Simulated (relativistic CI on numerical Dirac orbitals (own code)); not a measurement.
# Hyperfine structure of Hg46+, mass number 201

Computed by Dirac-Coulomb-Breit CI, separate exchange-only KLI orbitals for each configuration, model QED (radiative potential, 1s self-energy scaled to tabulated hydrogen-like ionisation energies), unscaled Slater integrals (own radial code, finite nucleus).

Configuration list (outside the closed core [Ar] 3d10): 4s2 4p4, 4s 4p5, 4s2 4p3 4d, 4p6, 4s 4p4 4d, 4s2 4p3 4f, 4s 4p4 4f, 4p5 4d, 4s 4p3 4d2, 4s2 4p2 4d 4f, 4p5 4f, 4p4 4d2, 4p3 4d3, 4p3 4d2 4f. Double excitations out of closed p, d and f shells are left out; levels of such configurations are missing from the list, as are those of other unlisted configurations, and high levels can miss mixing partners.

Nuclear spin I = 3/2, μ = -0.558 μN, Q = 0.387 b (tables of Stone and Pyykkö). The electronic factors are computed for point nuclear moments, without core polarisation or the Bohr-Weisskopf and QED corrections.

```tsv
Level	E (cm⁻¹)	A (GHz)	B (GHz)
4s2 4p4 3P_2	0	-29.73	5.82
4s2 4p4 3P_1	1137741	36.79	-31.9
4s2 4p4 1D_2	1179404	-97.28	-69.5
4s 4p5 3P°_2	2085508	-223	-61.1
```

Levels with J = 0, under 50 % of one LS term, or S terms without an open s electron are left out. Small factors come from cancelling terms and can be off by tens of per cent or more.

At this charge energies of transitions that change n are usually good to better than 1 %, and those within a shell (Δn = 0) to a few per cent.

(1) Give the hyperfine levels of 4s2 4p4 3P_1 relative to its centre of gravity.

Results:

(1) With K = F(F + 1) − I(I + 1) − J(J + 1), E = AK/2 + B[¾K(K + 1) − I(I + 1)J(J + 1)]/[2I(2I − 1)J(2J − 1)]: F = 1/2: -131.8, F = 3/2: -4.928, F = 5/2: 47.22 GHz.

LS names give the leading component of a level, which can be under half, so a name can repeat, a term be missing and a line seem to break the LS rules.
